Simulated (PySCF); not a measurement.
BBrH₃NO, SMILES NB(O)Br. Atoms are numbered in the order given.

```xyz
7

B      0.0491    -0.9704     0.0000
Br    -0.0301     0.9834     0.0000
O      1.2575    -1.5969     0.0000
H      1.9992    -0.9839     0.0000
N     -1.1483    -1.6927     0.0000
H     -1.1533    -2.7051     0.0000
H     -2.0580    -1.2542     0.0000
```

The structure is a stationary point at ωB97X-D3(BJ)/def2-SVP. Other conformers were not sampled.

Computed with HF/def2-TZVPD (PySCF).

Computed frontier levels, gap, dipole moment and polarisability:
| Property | Value |
|---|---|
| highest occupied level | -11.17 eV |
| lowest empty level | 1.11 eV |
| orbital gap | 12.28 eV |
| dipole moment | 1.27 D |
| quadrupole, principal values (traceless, Buckingham form, about the centre of nuclear charge) | -4.78, -4.53, 9.31 D·Å |
| mean static polarisability | 45.5 bohr³ (6.74 Å³) |
| polarisability, principal values | 36.9, 45.8, 53.6 bohr³ |
